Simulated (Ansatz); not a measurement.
Basis-set extrapolation for `CC(C)[NH][AlH][Cl]` (PBE0-D4/def2-TZVP geometry, frozen core, Ansatz 0.2.0). Multiplicity 1, RHF reference.

```csv
,def2-TZVPP,def2-QZVPP
HF,-874.911824,-874.940149
MP2 correlation,-1.004973,-1.078628
CCSD(T) correlation,-1.110602,not run
```

Energies in hartree. Use E(X) = E(∞) + A·exp(−7.88·√X) for Hartree–Fock and E(X) = E(∞) + B·X^(−2.97) for correlation, with X = 3 and 4, and add CCSD(T) minus MP2 of the smaller set to the MP2 limit.

**Question.** What is the CCSD(T) energy at the basis-set limit?

**Answer.** HF limit: -874.940149 + (-0.028325) × 0.13774 = -874.94405. MP2 limit: -1.078628 + (-0.073655) × 0.74074 = -1.13319. Higher-order term: -1.110602 − (-1.004973) = -0.10563. Total: -876.18287 hartree, 421.2 kJ/mol below CCSD(T)/def2-TZVPP.
